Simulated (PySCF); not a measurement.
Geometry (Å), atoms numbered from 1 in this order:
```xyz
17

C     2.9651   -0.0708    0.4498
C     2.5434   -0.6155   -0.7459
P     0.9236   -0.7966   -1.3320
C    -0.0693   -0.1416   -0.0550
C    -1.5216   -0.1975   -0.3353
C    -2.4381    0.8914    0.1596
C    -2.5041   -0.4613    0.7775
P     0.4211    0.5520    1.4712
C     2.1489    0.4452    1.4362
H     4.0343   -0.0453    0.6320
H     3.3047   -0.9844   -1.4242
H    -1.7607   -0.6293   -1.3023
H    -3.2434    1.2102   -0.4846
H    -1.9877    1.6903    0.7321
H    -2.0978   -0.5879    1.7716
H    -3.3560   -1.0899    0.5660
H     2.6306    0.8430    2.3230
```

Isolated molecule, fast rotation and ring inversion assumed for equivalent nuclei, non-relativistic Hamiltonian, one conformer. GIAO PBE0/pcSseg-1 shieldings; geometry: GFN2-xTB; PySCF 2.14.

Scale: 13C (σ = 186.93 ppm), 1H (σ = 31.72 ppm) against TMS; H3PO4 for 31P (σ = 318.38 ppm) (reference shieldings calculated alike).

| atoms | nucleus | count | δ (ppm) |
| --- | --- | --- | --- |
| C4 | 13C | 1 | 230.4 |
| P3/P8 | 31P | 2 | 243.0 |
| C6/C7 | 13C | 2 | ? |
| H10 | 1H | 1 | 8.24 |
| C1 | 13C | 1 | ? |
| C2/C9 | 13C | 2 | ? |
| H12 | 1H | 1 | 2.82 |
| H14/H15 | 1H | 2 | 1.28 |
| H11/H17 | 1H | 2 | 9.17 |
| H13/H16 | 1H | 2 | 1.69 |
| C5 | 13C | 1 | 29.8 |

Question: Fill in the missing shifts.

Answer: 
- C2/C9: 161.8 ppm, aromatic CH
- C1: 136.1 ppm, aromatic CH; the aromatic region
- C6/C7: 27.5 ppm, three-membered-ring carbon; carbons of three-membered rings are unusually shielded

Shifts are as computed. Against solution values, carbons near 30 ppm lie about +3 ppm off and those near 130 ppm about +5 ppm. Of 1211 compounds with measured shifts, 218 miss one by over three times the rms of a fit or turn the order of signals round; such compounds aren't used in these exercises. Experimental scales use liquid or dissolved standards, which lie at an offset from isolated H3PO4.
